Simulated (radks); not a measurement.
Q: These are the eigenvalues of the occupied orbitals of an atom or ion with whole-number occupations (eV). Calculated with a radial shooting solver on a logarithmic mesh with Libxc functionals: scalar-relativistic Kohn-Sham, PBE, spin-polarised, spherical densities, finite nucleus; Fermi nuclear charge, rms radius of each element as measured or else 0.836 A^(1/3) + 0.57 fm.

| orbital | eigenvalue |
|---|---|
| 1s up | -35808.77 |
| 1s down | -35808.68 |
| 2s up | -5627.084 |
| 2s down | -5627.033 |
| 2p up | -5049.196 |
| 2p down | -5049.143 |
| 3s up | -1179.244 |
| 3s down | -1179.168 |
| 3p up | -993.2499 |
| 3p down | -993.1715 |
| 3d up | -720.2075 |
| 3d down | -720.1345 |
| 4s up | -232.0464 |
| 4s down | -231.8871 |
| 4p up | -172.5662 |
| 4p down | -172.3888 |
| 4d up | -85.9590 |
| 4d down | -85.6905 |
| 5s up | -37.3006 |
| 5p up | -23.3835 |
| 5p down | -22.4788 |
| 6s up | -7.7200 |

Which element is it, and in what charge state? The configuration may be excited. Open shells, if any, are filled with parallel spins first.

A: Z = 55, caesium, charge +1: Cs+ in [Kr] 4d10 5s1 5p6 6s1. The list shows which subshells hold electrons but not how many an open one holds; the 1s level, -1315.9 hartree, gives Z - s = 51.3 by -(Z - s)^2/2, which with screening and relativity narrows Z to a few neighbours, and the depths of the outer levels then fix element, charge and occupations together.
